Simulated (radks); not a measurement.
Values are calculated unless marked as measured or tabulated.
Species: the holmium ion Ho2+. Configuration: [Xe] 4f11 (the NIST ground configuration).

Code: a radial shooting solver on a logarithmic mesh with Libxc functionals. Model: Dirac Kohn-Sham, PBEsol, spin-unpolarised, spherical densities, finite nucleus; open shells fill j = l - 1/2 first; Fermi nuclear charge, rms radius 5.2022 fm.

Energy parts (hartree):
part                       energy
total                 -12622.5395
kinetic                13884.6323
electron-nucleus      -31146.5353
Hartree                 4906.7159
exchange-correlation    -267.3524

Orbitals (lengths in bohr, moments of r in powers of bohr; r(90%) holds 90 % of the orbital's charge):
orbital  occ.  eigenvalue (hartree)       <r^4>      <r^2>      <r>  r(90%)
1s1/2       2             -2036.478   9.268e-07  0.0005886  0.02075  0.0376
2s1/2       2             -340.8939   0.0001443   0.009116  0.08756   0.136
2p1/2       2             -324.5515  0.00008848   0.006584  0.07291   0.120
2p3/2       4             -293.0795   0.0001196   0.007806  0.08008   0.130
3s1/2       2             -76.51893    0.005506    0.06034   0.2295   0.337
3p1/2       2             -69.35612    0.004955    0.05591   0.2192   0.329
3p3/2       4             -62.78369    0.006202    0.06281   0.2327   0.348
3d3/2       4             -50.47729    0.004389    0.04963   0.2054   0.320
3d5/2       6             -49.04067    0.004704    0.05154   0.2096   0.326
4s1/2       2             -15.51455      0.1350     0.3044   0.5190   0.746
4p1/2       2             -12.67010      0.1521     0.3185   0.5287   0.770
4p3/2       4             -11.19413      0.1911     0.3569   0.5599   0.815
4d3/2       4              -6.50687      0.2689     0.4052   0.5905   0.889
4d5/2       6              -6.23918      0.2899     0.4205   0.6016   0.905
5s1/2       2              -2.37246       5.039      1.836    1.277    1.85
5p1/2       2              -1.60523       8.627      2.349    1.437    2.11
5p3/2       4              -1.41890       11.46      2.704    1.542    2.27
4f5/2       6              -0.65220       2.878     0.9436   0.8338    1.46
4f7/2       5              -0.61622       3.267     0.9930   0.8524    1.50
6s1/2       0              -0.53292       230.3      12.56    3.350    4.81
5d3/2       0              -0.50164       83.78      6.829    2.408    3.76
5d5/2       0              -0.48883       91.60      7.154    2.466    3.84

The highest occupied level is 4f7/2 at -16.768 eV. Summed over all electrons, <r^2> = 37.69 bohr^2, which gives a Langevin (diamagnetic) susceptibility term of -29.8 x 10^-6 cm^3/mol. For comparison, the ionisation energy in NIST's Atomic Spectra Database is 22.79 eV (semi-empirical). In exact Kohn-Sham theory the highest level is minus the ionisation energy, but local and semilocal functionals leave it too shallow, through self-interaction and a potential that decays too fast; potentials with the right tail come closer. The density falls to 0.001 e/bohr^3 at r = 3.37 bohr.

Beside tabulated values, note that spin-unpolarised runs miss the spin-polarisation part of the exchange energy of open shells.
